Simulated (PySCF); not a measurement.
Cl3Ge (SMILES [Cl][Ge]([Cl])[Cl]), doublet, geometry from GFN2-xTB. Base run: PBE0/3-21G (PySCF).

PySCF was given this input:
```python
from pyscf import gto, scf, dft

mol = gto.M(
    atom='''
Cl   -1.475620   -1.378687   -0.287449
Ge    0.002188    0.015329    0.530817
Cl   -0.450535    1.951272   -0.387835
Cl    1.922035   -0.601438   -0.323900
''',
    basis='3-21g',
    charge=0,
    spin=1,
    verbose=4,
)

mf = dft.UKS(mol)
mf.xc = 'pbe0'
mf.kernel()
```

The base run was repeated with changes; each row names its change, and settings that it needs were set with it.

```json
[
 {"change": "base", "ΔE vs base (mEh)": "0.000", "fitting functions": "-", "dipole (D)": "2.38"},
 {"change": "auxbasis = cc-pvtz-jkfit", "ΔE vs base (mEh)": "-0.482", "fitting functions": "570", "dipole (D)": "2.38"},
 {"change": "only_dfj = on; auxbasis = def2-universal-jfit", "ΔE vs base (mEh)": "-5.052", "fitting functions": "211", "dipole (D)": "2.38"},
 {"change": "auxbasis = def2-svp-ri", "ΔE vs base (mEh)": "-9236.5", "fitting functions": "313", "dipole (D)": "2.41"},
 {"change": "auxbasis = autoaux", "ΔE vs base (mEh)": "0.263", "fitting functions": "594", "dipole (D)": "2.38"},
 {"change": "auxbasis = def2-tzvp-ri", "ΔE vs base (mEh)": "-7844.9", "fitting functions": "498", "dipole (D)": "2.41"},
 {"change": "auxbasis = even-tempered beta=1.6", "ΔE vs base (mEh)": "0.189", "fitting functions": "714", "dipole (D)": "2.38"},
 {"change": "auxbasis = cc-pvtz-ri", "ΔE vs base (mEh)": "-7582.5", "fitting functions": "532", "dipole (D)": "2.40"},
 {"change": "auxbasis = cc-pvqz-jkfit", "ΔE vs base (mEh)": "-0.489", "fitting functions": "662", "dipole (D)": "2.38"},
 {"change": "exchange = seminumerical (SGX) (with mf = sgx.sgx_fit(mf, auxbasis='def2-universal-jfit'); with mf.with_df.dfj = True)", "ΔE vs base (mEh)": "-5.053", "fitting functions": "211", "dipole (D)": "2.38"}
]
```

A fitting set is made for a task (jfit for Coulomb, jkfit for Coulomb and exchange, ri for correlation) and for a family of orbital bases.

Open shells are given as the SCF converged; they aren't shown to be the lowest states, and a large step between rows can be another state.
